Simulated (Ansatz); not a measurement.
trimethyl amine (C3H9N), singlet, at a GFN2-xTB geometry; PBE0/def2-SV(P) (Ansatz, a program for electronic structure).

Here is a job for Ansatz.
Ansatz 0.2 input:
```yaml
crystal:
  periodic: [false, false, false]
  atoms:
    - {symbol: N, position_ang: [-0.00261790, 0.00013854, 0.37401739]}
    - {symbol: C, position_ang: [-0.00152192, 1.37970834, -0.06300031]}
    - {symbol: C, position_ang: [1.19627023, -0.68818901, -0.05385049]}
    - {symbol: C, position_ang: [-1.19343643, -0.69158875, -0.07057579]}
    - {symbol: H, position_ang: [0.00601956, 1.47958855, -1.16082857]}
    - {symbol: H, position_ang: [0.87937092, 1.88014242, 0.33668072]}
    - {symbol: H, position_ang: [-0.88934309, 1.87762614, 0.32430169]}
    - {symbol: H, position_ang: [1.29087415, -0.73861551, -1.15101370]}
    - {symbol: H, position_ang: [1.18494027, -1.70346684, 0.34014693]}
    - {symbol: H, position_ang: [2.06712214, -0.17042002, 0.34575384]}
    - {symbol: H, position_ang: [-1.27253017, -0.74226236, -1.16895468]}
    - {symbol: H, position_ang: [-2.07126594, -0.17630754, 0.31678972]}
    - {symbol: H, position_ang: [-1.18473380, -1.70683808, 0.32356185]}
basis:
  gaussian:
    orbitals: def2-SV_P_.json
    final_grid: {core_spheres: 10, valence_spheres: 20, degree: 41}
hamiltonian:
  xc: pbe0
```
The basis file holds def2-SV(P) in the JSON format of the Basis Set Exchange.

It wrote (shortened):

```
Functional definition: PBE0
869 factors; integrals over basis functions are off by at most 1.1e-3 eV
mean field evaluation 1: about -4731.0550 eV, gradient 5.0e1 eV
mean field evaluation 2: about -4729.0102 eV, gradient 5.8e1 eV
mean field evaluation 4: about -4737.3700 eV, gradient 2.1e0 eV
mean field evaluation 8: about -4737.7108 eV, gradient 1.1e-1 eV
mean field evaluation 16: about -4737.7108 eV, gradient 6.2e-5 eV
mean field -4737.71080290 eV, -174.1076606709 hartree, gradient 6.2e-5 eV, S^2 0.000000; 0 other end points of the search recorded, 0 dependent functions left out
reference -4737.71082734 eV, -174.1076615690 hartree; 17, 17 occupied and 57, 57 virtual orbitals, 869 factors
Total energy: -4737.71082734 eV, -174.1076615690 hartree
```
